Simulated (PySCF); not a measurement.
Cost of one run: spin–spin coupling job, Ge(tBu)H3 (`C[C](C)(C)[GeH3]`).

Method: PBE/pcJ-1 Ge:pcSseg-1 indirect spin-spin coupling, non-relativistic, gas phase (PySCF 2.14.0, density-fitted response routines). Geometry: PBE0-D3(BJ)/def2-SVP. Work: spin–spin couplings from 16 perturbed nuclei, spin–dipole term left out, density fitting. The command runs a driver script over a list of jobs; the input below is this job's line of settings and its coordinates in Å.

Command:
```bash
OMP_NUM_THREADS=1 python probes_run.py task.json out
```

Input:
```
{"job": {"kind": "j", "xc": "PBE", "basis": "pcJ-1"}, "charge": 0, "multiplicity": 1}
Ge     0.015986     0.012431    -1.839690
C     -0.004034    -0.001308     0.142477
C     -1.443027     0.178662     0.624277
C      0.867678     1.147165     0.649944
C      0.551389    -1.338932     0.630381
H     -1.481497     0.169351     1.728572
H     -1.872544     1.135929     0.288070
H     -2.101622    -0.629448     0.266637
H      0.492423     2.127322     0.314222
H      1.911984     1.052298     0.311339
H      0.879067     1.160379     1.754779
H      1.588136    -1.500963     0.294113
H     -0.053898    -2.188848     0.276753
H      0.554255    -1.372234     1.734764
H      1.468322    -0.079252    -2.354131
H     -0.618414     1.315310    -2.372606
H     -0.782743    -1.188442    -2.389640
```

Hardware: one thread, Arm Neoverse V2 (aarch64) (shared host). PySCF's memory limit was set to 2400 MB.

Task: How large is the basis?

Result: 269 functions for 68 electrons, with 1120 fitting functions; the fitted three-index integrals, 1120 × 269 × 270/2 numbers of 8 bytes, come to 310 MiB.

Task: How long does the run take?

Result: About 39 s. The SCF took 12 cycles.

Task: Estimate the peak memory.

Result: About 1.4 GiB. Peak memory is the resident size of the whole Python process, interpreter and libraries included.

The SCF part of the output:
```
coarse grid: 57800 points
cycle   1  E = -2235.7387644110  dE = -6.480e-01  |g| = 1.213e+00  |ddm| = 3.195e+00
cycle   2  E = -2235.4698049884  dE =  2.690e-01  |g| = 1.631e+00  |ddm| = 1.848e+00
cycle   3  E = -2235.8717566517  dE = -4.020e-01  |g| = 2.864e-01  |ddm| = 1.475e+00
cycle   4  E = -2235.8915741815  dE = -1.982e-02  |g| = 1.046e-01  |ddm| = 3.682e-01
cycle   5  E = -2235.8937003290  dE = -2.126e-03  |g| = 2.270e-02  |ddm| = 1.042e-01
cycle   6  E = -2235.8938331592  dE = -1.328e-04  |g| = 3.818e-03  |ddm| = 2.925e-02
cycle   7  E = -2235.8938360875  dE = -2.928e-06  |g| = 1.072e-03  |ddm| = 4.504e-03
final grid: 122336 points
cycle   8  E = -2235.8938067178  dE =  3.568e-08  |g| = 1.667e-03  |ddm| = 4.055e-03
cycle   9  E = -2235.8938061194  dE =  5.983e-07  |g| = 2.682e-03  |ddm| = 3.363e-03
cycle  10  E = -2235.8938072101  dE = -1.091e-06  |g| = 1.377e-04  |ddm| = 1.824e-03
cycle  11  E = -2235.8938072151  dE = -5.020e-09  |g| = 5.708e-05  |ddm| = 2.132e-04
cycle  12  E = -2235.8938072160  dE = -8.699e-10  |g| = 5.098e-06  |ddm| = 6.009e-05
converged SCF energy = -2235.8938072160
```

On the final grid dE counts from the start density on that grid.

Times come from a shared host and carry two figures at best.
